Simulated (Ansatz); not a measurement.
Start from `[SiH3][O][In]([O][SiH3])[O][SiH3]` and change one element to get `[SiH3][O][Al]([O][SiH3])[O][SiH3]`.

Ansatz, PBE0-D4/def2-TZVP geometries, multiplicity 1. Each molecule was computed in one conformer, which needn't be the lowest.

Elements past krypton have def2 core potentials.

| property | `[SiH3][O][In]([O][SiH3])[O][SiH3]` |
| --- | --- |
| HOMO energy (PBE0/def2-TZVPP) / eV | -8.57 |
| HOMO energy (ωB97M-V/def2-TZVPP) / eV | -10.85 |
| LUMO energy (ωB97M-V/def2-TZVPP) / eV | -0.67 |
| HOMO–LUMO gap (PBE/def2-TZVPP) / eV | 3.70 |
| LUMO energy (B3LYP/def2-TZVPP) / eV | -2.85 |
| HOMO–LUMO gap (PBE0/def2-TZVPP) / eV | 6.03 |

What does the change do to each property? (Estimate.)

Ansatz gave: 
```json
{"property": "HOMO energy (PBE0/def2-TZVPP) / eV", "`[SiH3][O][Al]([O][SiH3])[O][SiH3]`": "-8.62", "shift": "-0.05"}
{"property": "HOMO energy (ωB97M-V/def2-TZVPP) / eV", "`[SiH3][O][Al]([O][SiH3])[O][SiH3]`": "-10.93", "shift": "-0.08"}
{"property": "LUMO energy (ωB97M-V/def2-TZVPP) / eV", "`[SiH3][O][Al]([O][SiH3])[O][SiH3]`": "0.60", "shift": "1.27"}
{"property": "HOMO–LUMO gap (PBE/def2-TZVPP) / eV", "`[SiH3][O][Al]([O][SiH3])[O][SiH3]`": "5.32", "shift": "1.62"}
{"property": "LUMO energy (B3LYP/def2-TZVPP) / eV", "`[SiH3][O][Al]([O][SiH3])[O][SiH3]`": "-1.23", "shift": "1.62"}
{"property": "HOMO–LUMO gap (PBE0/def2-TZVPP) / eV", "`[SiH3][O][Al]([O][SiH3])[O][SiH3]`": "7.65", "shift": "1.62"}
```

With PBE0 the HOMO falls by 0.05 eV and the LUMO rises by 1.57 eV, so the gap widens by about 1.62 eV. PBE moves the HOMO by 0.01 eV and ωB97M-V by -0.08 eV.

B3LYP here is the variant with VWN-RPA as its local correlation; programs differ in this.
